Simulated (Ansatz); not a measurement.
Geometry optimisation, DFT PBE, scalar-relativistic, plane waves, PAW in Ansatz.

Input file:

```yaml
crystal:
  lattice:
    - [5.769991, 0.0, 0.0]
    - [2.884996, 4.996959, 0.0]
    - [0.0, 0.0, 16.711178]
  atoms:
    - { symbol: Au, position: [0.1666667, 0.1666667, 0.0598402] }
    - { symbol: Au, position: [0.6666667, 0.1666667, 0.0598402] }
    - { symbol: Au, position: [0.1666667, 0.6666667, 0.0598402] }
    - { symbol: Au, position: [0.6666667, 0.6666667, 0.0598402] }
    - { symbol: Au, position: [-0.1666667, 0.3333333, 0.2007991] }
    - { symbol: Au, position: [0.3333333, 0.3333333, 0.2007991] }
    - { symbol: Au, position: [-0.1666667, 0.8333333, 0.2007991] }
    - { symbol: Au, position: [0.3333333, 0.8333333, 0.2007991] }
    - { symbol: Au, position: [0.0, 0.0, 0.341758] }
    - { symbol: Au, position: [0.5, 0.0, 0.341758] }
    - { symbol: Au, position: [0.0, 0.5, 0.341758] }
    - { symbol: Au, position: [0.5, 0.5, 0.341758] }
    - { symbol: Ru, position: [0.3394171, 0.3525733, 0.4883664] }
basis:
  ecutwfc: 420.0
kpoints:
  mp_grid: { grid: [3, 3, 1] }
hamiltonian:
  xc: pbe
  pseudopotentials: { kind: paw, azcp: { folder: soft_1 } }
scf:
  occupations: { method: gaussian, width: 0.15 }
  lower_state_search: "off"
relax:
  f_tol: 0.03
  max_steps: 60
  adjacent_minimum: "off"
  constraints: [{ sites: [0, 1, 2, 3] }]
```

Run as:

```bash
$ ansatz run input.yaml --threads 4 --pin off --max-ram 10240MiB --backend cpu --events-out ev --progress --plain --runs-dir out
```

Where does it end, and by what steps?

It converged. The force dipped under the threshold on the way, but the program's further checks kept it going. Limits of this set-up: coarse k mesh, thin slab, slab without dipole correction, a typed lattice constant that wasn't relaxed here. After 25 steps the energy has fallen by 2.396 eV; Au10 moved furthest, 2.59 Å. Parted: Au5–Au9 (2.88 → 4.62 Å), Au5–Au11 (2.88 → 4.59 Å), Au6–Au10 (2.88 → 4.55 Å), Au6–Au11 (2.88 → 4.97 Å), Au7–Au9 (2.88 → 4.44 Å), Au7–Au10 (2.88 → 5.05 Å). Joined: Au9–Ru13 (4.06 → 2.80 Å).

```json
{"step": "0", "energy less start (eV)": "0.0000", "largest force component (eV/Å)": "2.556", "accepted": "yes"}
{"step": "1", "energy less start (eV)": "-0.8454", "largest force component (eV/Å)": "1.636", "accepted": "yes"}
{"step": "2", "energy less start (eV)": "-1.1440", "largest force component (eV/Å)": "1.069", "accepted": "yes"}
{"step": "3", "energy less start (eV)": "-1.3147", "largest force component (eV/Å)": "0.242", "accepted": "yes"}
{"step": "4", "energy less start (eV)": "-1.3580", "largest force component (eV/Å)": "0.050", "accepted": "yes"}
{"step": "5", "energy less start (eV)": "-1.3806", "largest force component (eV/Å)": "0.093", "accepted": "yes"}
{"step": "6", "energy less start (eV)": "-1.4501", "largest force component (eV/Å)": "0.211", "accepted": "yes"}
{"step": "7", "energy less start (eV)": "-1.5412", "largest force component (eV/Å)": "0.255", "accepted": "yes"}
{"step": "8", "energy less start (eV)": "-1.5800", "largest force component (eV/Å)": "0.514", "accepted": "yes"}
{"step": "9", "energy less start (eV)": "-1.6557", "largest force component (eV/Å)": "0.271", "accepted": "yes"}
{"step": "10", "energy less start (eV)": "-1.7567", "largest force component (eV/Å)": "0.427", "accepted": "yes"}
{"step": "11", "energy less start (eV)": "-1.8760", "largest force component (eV/Å)": "0.420", "accepted": "yes"}
{"step": "12", "energy less start (eV)": "-1.9822", "largest force component (eV/Å)": "0.300", "accepted": "yes"}
{"step": "13", "energy less start (eV)": "-2.1011", "largest force component (eV/Å)": "0.223", "accepted": "yes"}
{"step": "14", "energy less start (eV)": "-2.2007", "largest force component (eV/Å)": "0.157", "accepted": "yes"}
{"step": "15", "energy less start (eV)": "-2.2447", "largest force component (eV/Å)": "0.417", "accepted": "yes"}
{"step": "16", "energy less start (eV)": "-2.3147", "largest force component (eV/Å)": "0.214", "accepted": "yes"}
{"step": "17", "energy less start (eV)": "-2.3603", "largest force component (eV/Å)": "0.058", "accepted": "yes"}
{"step": "18", "energy less start (eV)": "-2.3779", "largest force component (eV/Å)": "0.043", "accepted": "yes"}
{"step": "19", "energy less start (eV)": "-2.3765", "largest force component (eV/Å)": "0.186", "accepted": "no"}
{"step": "20", "energy less start (eV)": "-2.3881", "largest force component (eV/Å)": "0.029", "accepted": "yes"}
{"step": "21", "energy less start (eV)": "-2.3933", "largest force component (eV/Å)": "0.027", "accepted": "yes"}
{"step": "22", "energy less start (eV)": "-2.3942", "largest force component (eV/Å)": "0.041", "accepted": "yes"}
{"step": "23", "energy less start (eV)": "-2.3947", "largest force component (eV/Å)": "0.055", "accepted": "yes"}
{"step": "24", "energy less start (eV)": "-2.3963", "largest force component (eV/Å)": "0.007", "accepted": "yes"}
{"step": "25", "energy less start (eV)": "-2.3963", "largest force component (eV/Å)": "0.007", "accepted": "yes"}
```

```xyz
13
Lattice="5.7700 0.0000 0.0000 2.8850 4.9970 0.0000 0.0000 0.0000 16.7112" Properties=species:S:1:pos:R:3
Au 1.442 0.833 1.000
Au 4.327 0.833 1.000
Au 2.885 3.331 1.000
Au 5.770 3.331 1.000
Au 0.102 1.410 3.715
Au 2.939 1.411 3.854
Au 1.517 3.924 3.866
Au 4.402 3.941 3.876
Au -0.796 0.187 8.081
Au 2.067 0.219 8.159
Au 0.673 2.720 8.078
Au 4.532 2.143 6.013
Ru 3.466 2.745 8.227
```

Whether the end is a true minimum wasn't checked by a vibrational analysis.

Run time: 4 min on 4 threads of Arm Neoverse V1, on a shared host, peak memory 1.5 GiB.
